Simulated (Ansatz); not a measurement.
Calculated with Ansatz (gas phase, PBE0-D4/def2-TZVP geometries, no zero-point term in ΔE). CCSD(T)/CBS is the MP2 limit (def2-TZVPP, def2-QZVPP) plus CCSD(T) − MP2 in def2-TZVPP, frozen cores. Functionals use def2-TZVPP. B3LYP here is the variant with VWN-RPA as its local correlation; programs differ in this. def2 core potentials past Kr. For I outer-core shells are correlated without core-valence functions, which leaves a few kJ/mol of doubt a bond. One conformer a species, not always the lowest.

`[CH3][AlH][O][SiH3]` + HI → `[CH3][AlH][I]` + `O[SiH3]`  (ligand exchange at the Al–O bond)

`[CH3][AlH][O][SiH3]`:

```xyz
11

C     0.985    1.281   -1.505
Al    1.038    0.599    0.312
O    -0.165   -0.457    0.846
Si   -1.442   -1.423    1.098
H    -0.019    1.245   -1.934
H     1.636    0.685   -2.155
H     1.348    2.312   -1.560
H     2.171    0.955    1.358
H    -1.010   -2.846    1.131
H    -2.451   -1.262    0.014
H    -2.091   -1.090    2.395
```

HI:

```xyz
2

I    -0.047   -0.680   -0.428
H     0.047    0.680    0.428
```

`[CH3][AlH][I]`:

```xyz
7

C    -0.494    0.797   -0.255
Al    0.291   -0.902    0.259
I     2.748   -1.070    0.569
H    -1.042    0.694   -1.197
H     0.251    1.585   -0.375
H    -1.221    1.122    0.497
H    -0.535   -2.227    0.502
```

`O[SiH3]`:

Cartesian coordinates in Å:
```
O -0.591 -0.474 1.034
Si 0.191 -0.025 -0.345
H -0.896 0.219 1.621
H -0.674 0.814 -1.220
H 0.541 -1.283 -1.042
H 1.428 0.749 -0.048
```

```tsv
level	ΔE (kJ/mol)
B97M-V	15.0
B3LYP-D4	11.8
r2SCANh-D4	2.2
r2SCAN0-D4	0.6
PBE	-3.8
r2SCAN0	-0.1
RPA@PBE/def2-TZVPP	13.2
HF/def2-TZVPP	6.9
```

Task: What does CCSD(T)/CBS give? (Estimate.)

Result: Ansatz gave: +1.6 kJ/mol. The listed levels differ from it by 13.4, 10.2, 0.6, -1.0, -5.4, -1.7, 11.6, 5.3 kJ/mol.

Largest T1 diagnostic among the species: 0.011.

Leaving LDA and LC-ωPBE aside and taking each functional with its dispersion term where it has one, the values, not all of them listed here, spread over 21.4 kJ/mol, from HSE06-D4 to CAM-B3LYP-D4. LDA lies +4.9 kJ/mol from PBE without D4. At CCSD(T), def2-SVP lies +13.5 kJ/mol from the extrapolated value and def2-TZVPP +6.7 kJ/mol.
